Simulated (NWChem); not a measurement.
All runs are NWChem calculations. System: C6H14O, charge 1, spin multiplicity 2, at the geometry of a parent with another charge or spin, in a state set for the comparison that need not be this species' ground state. Its SCF solution wasn't tested for a lower state. Level: UHF/def2-SVP.

Job file:

```
start mol
memory heap 200 mb stack 900 mb global 1100 mb
charge 1
geometry units angstroms nocenter noautoz noautosym
  C     -2.446826     0.722896    -0.787714
  C     -1.272863     0.423190     0.155473
  C     -1.631792    -0.720222     1.114531
  C      0.009843     0.163079    -0.660219
  C      1.336823     0.190128     0.101909
  C      2.539755     0.225333    -0.842884
  O      1.398841    -0.960528     0.938385
  H     -3.367855     0.940796    -0.222913
  H     -2.656845    -0.141608    -1.441327
  H     -2.238867     1.588482    -1.438362
  H     -1.094273     1.332304     0.762495
  H     -2.544966    -0.479871     1.684176
  H     -1.825200    -1.650661     0.552686
  H     -0.816715    -0.928488     1.819331
  H      0.075943     0.929712    -1.451627
  H     -0.067525    -0.811102    -1.178029
  H      1.355059     1.110173     0.725563
  H      2.535004     1.129724    -1.472222
  H      3.485206     0.222575    -0.273641
  H      2.537368    -0.659268    -1.500043
  H      2.223302    -0.924971     1.440248
end
basis spherical
  * library def2-svp
end
scf
  uhf
  nopen 1
  maxiter 100
  thresh 1e-7
  semidirect memsize 60000000 filesize 0
  # guess.movecs holds the orbitals of an unrestricted PBE0 run
  vectors input guess.movecs output mol.movecs
end
task scf energy
```

Output (cleaned and shortened):

```
             Northwest Computational Chemistry Package (NWChem) 7.3.0
             --------------------------------------------------------

                                NWChem Input Module
                                -------------------

 Scaling coordinates for geometry "geometry" by  1.889725989
 (inverse scale =  0.529177249)

                             Geometry "geometry" -> ""
                             -------------------------

 Output coordinates in angstroms (scale by  1.889725989 to convert to a.u.)

  No.       Tag          Charge          X              Y              Z
 ---- ---------------- ---------- -------------- -------------- --------------
    1 C                    6.0000    -2.44682600     0.72289600    -0.78771400
    2 C                    6.0000    -1.27286300     0.42319000     0.15547300
    3 C                    6.0000    -1.63179200    -0.72022200     1.11453100
    4 C                    6.0000     0.00984300     0.16307900    -0.66021900
    5 C                    6.0000     1.33682300     0.19012800     0.10190900
    6 C                    6.0000     2.53975500     0.22533300    -0.84288400
    7 O                    8.0000     1.39884100    -0.96052800     0.93838500
    8 H                    1.0000    -3.36785500     0.94079600    -0.22291300
    9 H                    1.0000    -2.65684500    -0.14160800    -1.44132700
   10 H                    1.0000    -2.23886700     1.58848200    -1.43836200
   11 H                    1.0000    -1.09427300     1.33230400     0.76249500
   12 H                    1.0000    -2.54496600    -0.47987100     1.68417600
   13 H                    1.0000    -1.82520000    -1.65066100     0.55268600
   14 H                    1.0000    -0.81671500    -0.92848800     1.81933100
   15 H                    1.0000     0.07594300     0.92971200    -1.45162700
   16 H                    1.0000    -0.06752500    -0.81110200    -1.17802900
   17 H                    1.0000     1.35505900     1.11017300     0.72556300
   18 H                    1.0000     2.53500400     1.12972400    -1.47222200
   19 H                    1.0000     3.48520600     0.22257500    -0.27364100
   20 H                    1.0000     2.53736800    -0.65926800    -1.50004300
   21 H                    1.0000     2.22330200    -0.92497100     1.44024800

 Effective nuclear repulsion energy (a.u.)     331.5799256345

            Nuclear Dipole moment (a.u.)
            ----------------------------
        X                 Y               Z
 ---------------- ---------------- ----------------
     0.0000075589    -0.0000056692    -0.0000170075


 Summary of "ao basis" -> "" (spherical)
 ------------------------------------------------------------------------------
       Tag                 Description            Shells   Functions and Types
 ---------------- ------------------------------  ------  ---------------------
 *                          def2-svp                  on all atoms

 Summary of "ao basis" -> "ao basis" (spherical)
 ------------------------------------------------------------------------------
       Tag                 Description            Shells   Functions and Types
 ---------------- ------------------------------  ------  ---------------------
 C                          def2-svp                 6       14   3s2p1d
 O                          def2-svp                 6       14   3s2p1d
 H                          def2-svp                 3        5   2s1p

                                 NWChem SCF Module
[...]
   145      1.531705  17 H  s                59     -1.074798   5 C  s
   115      0.716733  11 H  s                73     -0.673348   6 C  s
    45     -0.641372   4 C  s               150      0.614145  18 H  s
   165     -0.586183  21 H  s                17     -0.561046   2 C  s
    64     -0.563829   5 C  py              135      0.541579  15 H  s

 center of mass
 --------------
 x =   0.04394613 y =  -0.03035166 z =   0.03652083

 moments of inertia (a.u.)
 ------------------
         420.667904523453          94.229551811601          30.128017156531
          94.229551811601        1404.500152899705         142.092428603938
          30.128017156531         142.092428603938        1306.953159508446

  Mulliken analysis of the total density
  --------------------------------------

    Atom       Charge   Shell Charges
 -----------   ------   -------------------------------------------------------
    1 C    6     6.01   1.99  0.86  0.22  2.03  0.87  0.04
    2 C    6     6.27   1.99  0.87  0.35  2.04  0.97  0.05
    3 C    6     6.01   1.99  0.85  0.22  2.03  0.88  0.04
    4 C    6     6.05   1.99  0.87  0.24  2.05  0.86  0.04
    5 C    6     6.05   1.99  0.92  0.26  1.99  0.82  0.08
    6 C    6     6.04   1.99  0.86  0.25  2.04  0.87  0.03
    7 O    8     7.89   1.99  1.14  0.65  2.72  1.37  0.02
    8 H    1     0.93   0.74  0.16  0.03
    9 H    1     0.95   0.75  0.17  0.03
   10 H    1     0.95   0.75  0.17  0.02
   11 H    1     0.95   0.76  0.16  0.02
   12 H    1     0.92   0.74  0.15  0.03
   13 H    1     0.94   0.75  0.17  0.02
   14 H    1     1.00   0.77  0.20  0.02
   15 H    1     0.91   0.74  0.14  0.02
   16 H    1     0.92   0.75  0.15  0.02
   17 H    1     0.84   0.72  0.10  0.02
   18 H    1     0.87   0.72  0.12  0.03
   19 H    1     0.92   0.74  0.15  0.03
   20 H    1     0.89   0.74  0.13  0.03
   21 H    1     0.70   0.63  0.00  0.07

  Mulliken analysis of the alpha density
  --------------------------------------

    Atom       Charge   Shell Charges
 -----------   ------   -------------------------------------------------------
    1 C    6     3.00   0.99  0.43  0.11  1.02  0.44  0.02
    2 C    6     3.13   0.99  0.44  0.18  1.02  0.48  0.03
    3 C    6     3.01   0.99  0.43  0.11  1.02  0.44  0.02
    4 C    6     3.03   0.99  0.44  0.12  1.02  0.43  0.02
    5 C    6     2.97   0.99  0.45  0.12  0.97  0.38  0.04
    6 C    6     3.06   0.99  0.44  0.12  1.05  0.44  0.02
    7 O    8     4.45   1.00  0.60  0.32  1.71  0.82  0.01
    8 H    1     0.46   0.37  0.08  0.01
    9 H    1     0.47   0.37  0.09  0.01
   10 H    1     0.47   0.38  0.08  0.01
   11 H    1     0.47   0.38  0.08  0.01
   12 H    1     0.46   0.37  0.08  0.01
   13 H    1     0.47   0.37  0.09  0.01
   14 H    1     0.50   0.39  0.10  0.01
   15 H    1     0.45   0.37  0.07  0.01
   16 H    1     0.46   0.37  0.08  0.01
   17 H    1     0.46   0.39  0.06  0.01
   18 H    1     0.44   0.36  0.06  0.01
   19 H    1     0.46   0.37  0.07  0.01
   20 H    1     0.45   0.37  0.07  0.01
   21 H    1     0.33   0.29 -0.00  0.04

   Mulliken analysis of the beta density
   -------------------------------------

    Atom       Charge   Shell Charges
 -----------   ------   -------------------------------------------------------
    1 C    6     3.00   0.99  0.43  0.11  1.02  0.44  0.02
    2 C    6     3.13   0.99  0.44  0.18  1.02  0.48  0.03
    3 C    6     3.00   0.99  0.43  0.11  1.01  0.44  0.02
    4 C    6     3.02   0.99  0.44  0.12  1.02  0.43  0.02
    5 C    6     3.08   0.99  0.46  0.14  1.01  0.44  0.04
    6 C    6     2.99   0.99  0.42  0.13  0.99  0.43  0.02
    7 O    8     3.44   1.00  0.55  0.33  1.01  0.55  0.01
    8 H    1     0.46   0.37  0.08  0.01
    9 H    1     0.47   0.37  0.09  0.01
   10 H    1     0.47   0.38  0.09  0.01
   11 H    1     0.47   0.38  0.08  0.01
   12 H    1     0.46   0.37  0.08  0.01
   13 H    1     0.47   0.37  0.09  0.01
   14 H    1     0.50   0.38  0.10  0.01
   15 H    1     0.46   0.37  0.07  0.01
   16 H    1     0.46   0.37  0.08  0.01
   17 H    1     0.39   0.33  0.04  0.01
   18 H    1     0.43   0.36  0.06  0.01
   19 H    1     0.46   0.37  0.07  0.01
   20 H    1     0.45   0.37  0.07  0.01
   21 H    1     0.37   0.34  0.00  0.03

   Mulliken analysis of the spin density
   -------------------------------------

    Atom       Charge   Shell Charges
 -----------   ------   -------------------------------------------------------
    1 C    6     0.00   0.00  0.00 -0.00  0.00 -0.00 -0.00
    2 C    6    -0.00  -0.00 -0.00 -0.00  0.00  0.00  0.00
    3 C    6     0.01   0.00  0.00 -0.00  0.01  0.00  0.00
    4 C    6     0.01   0.00  0.00  0.00  0.00  0.01 -0.00
    5 C    6    -0.11  -0.00 -0.01 -0.01 -0.04 -0.05  0.01
    6 C    6     0.07   0.00  0.01 -0.00  0.05  0.01  0.00
    7 O    8     1.00  -0.00  0.05 -0.01  0.70  0.27 -0.00
    8 H    1    -0.00  -0.00  0.00 -0.00
    9 H    1     0.00  -0.00  0.00  0.00
   10 H    1    -0.00  -0.00 -0.00  0.00
   11 H    1     0.00   0.00 -0.00  0.00
   12 H    1     0.00   0.00  0.00  0.00
   13 H    1    -0.00  -0.00 -0.00  0.00
   14 H    1    -0.00   0.00 -0.01  0.00
   15 H    1    -0.00  -0.00 -0.00  0.00
   16 H    1     0.00  -0.00  0.00 -0.00
   17 H    1     0.07   0.06  0.01 -0.00
   18 H    1     0.01   0.00  0.00  0.00
   19 H    1    -0.01  -0.00 -0.00  0.00
   20 H    1    -0.00  -0.00  0.00  0.00
   21 H    1    -0.05  -0.05 -0.00  0.01

       Multipole analysis of the density wrt the origin
       ------------------------------------------------

     L   x y z        total         alpha         beta         nuclear
     -   - - -        -----         -----         ----         -------
     0   0 0 0      1.000000    -29.000000    -28.000000     58.000000

     1   1 0 0      2.767712      0.040128      2.727576      0.000008
     1   0 1 0     -0.247432      0.635083     -0.882509     -0.000006
     1   0 0 1      0.770057     -0.415701      1.185776     -0.000017

     2   2 0 0    -16.519196   -357.909009   -349.917608    691.307422
     2   1 1 0     -2.298114     25.588122     21.566139    -49.452374
     2   1 0 1      3.512800     11.105639     14.733028    -22.325867
     2   0 2 0    -30.561290    -70.324696    -66.567229    106.330635
     2   0 1 1     -2.148000     41.441340     38.753740    -82.343080
     2   0 0 2    -27.852241    -99.909071    -96.223917    168.280747

 Task  times  cpu:      214.1s     wall:      214.1s

 Total times  cpu:      214.1s     wall:      214.1s
```
